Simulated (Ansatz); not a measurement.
Mulliken charges of C3H5FGe, SMILES `FC1=[CH][GeH2][CH2]1` from r2SCAN/def2-TZVPP in Ansatz (PBE0-D4/def2-TZVP geometry).

```json
{"atom": "F1", "x (Å)": "0.572", "y (Å)": "0.610", "z (Å)": "2.268", "charge (e)": "-0.194"}
{"atom": "C2", "x (Å)": "0.177", "y (Å)": "0.192", "z (Å)": "1.062", "charge (e)": "0.253"}
{"atom": "C3", "x (Å)": "-0.767", "y (Å)": "-0.715", "z (Å)": "0.804", "charge (e)": "-0.263"}
{"atom": "Ge4", "x (Å)": "-0.455", "y (Å)": "-0.485", "z (Å)": "-1.095", "charge (e)": "0.202"}
{"atom": "C5", "x (Å)": "0.809", "y (Å)": "0.751", "z (Å)": "-0.174", "charge (e)": "-0.220"}
{"atom": "H6", "x (Å)": "-1.373", "y (Å)": "-1.267", "z (Å)": "1.508", "charge (e)": "0.084"}
{"atom": "H7", "x (Å)": "-1.569", "y (Å)": "0.172", "z (Å)": "-1.924", "charge (e)": "-0.016"}
{"atom": "H8", "x (Å)": "0.175", "y (Å)": "-1.659", "z (Å)": "-1.860", "charge (e)": "-0.016"}
{"atom": "H9", "x (Å)": "0.643", "y (Å)": "1.820", "z (Å)": "-0.316", "charge (e)": "0.085"}
{"atom": "H10", "x (Å)": "1.873", "y (Å)": "0.529", "z (Å)": "-0.271", "charge (e)": "0.085"}
```

Q: By hand: the dipole of these point charges (1 e Å = 4.8032 D).

A: Σ q r = (-0.014, -0.028, -0.428) e Å, of length 0.429 e Å = 2.06 D.

Q: How does the dipole of the full density compare? (Best estimate.)

A: Computed: (-0.013, -0.021, -0.252) e Å, 1.22 D; the point charges give 1.69 times that, at 1° from its direction.

Point charges leave out the atoms' own dipoles, such as those of lone pairs, and Mulliken's split depends on the basis, so the two needn't agree.
